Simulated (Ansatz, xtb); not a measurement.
## BH7N2Si: where a starting geometry ends

The starting geometry of this gas-phase singlet was built from a drawn formula by distance geometry and a force field; its bonds are those of `[H]/N=[B-](\[NH3+])[SiH3]`.

```xyz
11

B    -0.0222    0.1663    1.7054
N    -0.2591    1.2251    2.5747
N     1.4153   -0.3237    1.4609
Si   -1.5388   -0.6398    0.7463
H     0.5110    1.5899    3.0553
H     1.4328   -1.1228    0.7409
H     2.0134    0.4358    1.0977
H     1.8063   -0.7065    2.3487
H    -2.1577    0.3928   -0.0916
H    -2.4673   -1.1915    1.7406
H    -1.0196   -1.7130   -0.1440
```

Problem. Where would you expect an optimisation with r2SCAN-D4/def2-SVP to take it?

Solution. It keeps its bonds, and is `[H]/N=[B-](\[NH3+])[SiH3]`.

The energy falls by 0.49 eV over 30 steps:

| step | E − E(last) (eV) |
| --- | --- |
| 1 | 0.487 |
| 4 | 0.058 |
| 7 | 0.043 |
| 11 | 0.031 |
| 14 | 0.015 |
| 17 | 0.011 |
| 20 | 0.008 |
| 24 | 0.002 |
| 27 | 0.000 |
| 30 | 0.000 |

Final geometry (Å):

```yaml
atoms:
  - { symbol: B, position_ang: [-0.0412, 0.4217, 1.5990] }
  - { symbol: N, position_ang: [-0.0792, 1.6703, 2.0492] }
  - { symbol: N, position_ang: [1.3791, -0.4885, 1.6970] }
  - { symbol: Si, position_ang: [-1.5340, -0.6419, 0.7502] }
  - { symbol: H, position_ang: [0.7507, 2.1018, 2.4618] }
  - { symbol: H, position_ang: [1.6946, -0.7975, 0.7718] }
  - { symbol: H, position_ang: [2.1257, 0.0714, 2.1208] }
  - { symbol: H, position_ang: [1.2464, -1.3303, 2.2670] }
  - { symbol: H, position_ang: [-2.7978, 0.1450, 0.6458] }
  - { symbol: H, position_ang: [-1.8460, -1.9093, 1.5055] }
  - { symbol: H, position_ang: [-1.1843, -1.1303, -0.6331] }
```

From the same start GFN2-xTB ends elsewhere, in pieces: BH4NSi + H3N.

The end wasn't checked by frequencies. Run with Ansatz 0.2.0, 67 s on 2 threads of Arm Neoverse V2 (shared host).
